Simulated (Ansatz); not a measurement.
Consider the formal hydrolysis of the Si–S bond: `O[SiH](F)[SiH2]S` + H₂O → `O[SiH2][SiH](O)F` + H₂S.

Calculated with Ansatz (gas phase, PBE0-D4/def2-TZVP geometries, no zero-point term in ΔE). CCSD(T)/CBS is the MP2 limit (def2-TZVPP, def2-QZVPP) plus CCSD(T) − MP2 in def2-TZVPP, frozen cores. This one scheme is used for every species. Functionals use def2-TZVPP. B3LYP here is the variant with VWN-RPA as its local correlation; programs differ in this. One conformer a species, not always the lowest.

`O[SiH](F)[SiH2]S`:

```xyz
10

O     0.840   -1.830    0.444
Si   -0.276   -0.775    0.997
F    -1.749   -1.215    0.537
Si    0.132    1.280   -0.051
S     0.467    0.739   -2.112
H     1.108   -1.717   -0.473
H    -0.240   -0.852    2.474
H    -0.950    2.291    0.084
H     1.422    1.877    0.381
H    -0.754    0.202   -2.281
```

H₂O:

```xyz
3

O    -0.340   -0.182   -0.053
H     0.519   -0.582    0.101
H    -0.179    0.764   -0.048
```

`O[SiH2][SiH](O)F`:

```xyz
10

O     0.274    0.679   -1.616
Si   -0.170    1.139   -0.080
Si   -0.038   -0.940    1.011
O    -0.076   -2.063   -0.176
F     1.340   -1.012    1.824
H     0.342    1.350   -2.296
H    -1.546    1.715   -0.069
H     0.749    2.179    0.461
H    -1.102   -1.281    1.981
H     0.226   -1.763   -1.039
```

H₂S:

```xyz
3

S     0.024   -0.454    0.421
H    -0.392   -0.388   -0.853
H     0.369    0.842    0.432
```

| level | ΔE (kcal/mol) | difference from CCSD(T)/CBS |
| --- | --- | --- |
| PBE-D4 | -1.7 | 2.5 |
| PBE0-D4 | -2.3 | 1.9 |
| PBE | -2.7 | 1.5 |
| B3LYP | -6.8 | -2.6 |
| MP2/def2-TZVPP | -4.6 | -0.4 |
| SCS-MP2/def2-TZVPP | -6.2 | -2.0 |
| HF/def2-QZVPP | -9.8 | -5.6 |
| SCS-MP2/def2-QZVPP | -5.6 | -1.4 |
| MP2/CBS(def2) | -3.4 | 0.8 |
| CCSD/CBS(def2) | -5.0 | -0.8 |
| CCSD(T)/CBS | -4.2 | 0 |

Largest T1 diagnostic among the species: 0.013.

The D4 term adds +1.7 kcal/mol with B3LYP and +0.9 kcal/mol with PBE0; it sums over pairs of atoms, weighted by their polarisabilities, and B3LYP, whose exchange is more repulsive, gets the larger term. In def2-TZVPP, CCSD(T) changes the Hartree–Fock value by +4.2 kcal/mol (the triples alone add +0.9 kcal/mol) and MP2 by +5.0 kcal/mol.
